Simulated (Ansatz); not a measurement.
Ansatz results at the PBE0-D4/def2-TZVP geometry: ideal-gas entropy at 298 K and 1 bar (rigid rotor, harmonic PBE0-D4/def2-TZVP) 309 J/(mol·K); HOMO energy (PBE/def2-TZVPP) -5.91 eV; LUMO energy (PBE0/def2-TZVPP) -0.64 eV.

Task: Which molecule gave them?
A. `BC1CO1`
B. `CB(N)[SiH3]`
C. `[OH][AlH][S]BF`
D. `[NH]1[SiH2][GeH2]1`

Result: D. The others give `[OH][AlH][S]BF`: 340, -7.23, -1.33; `CB(N)[SiH3]`: 336, -6.45, -0.15; `BC1CO1`: 280, -6.37, -1.60.
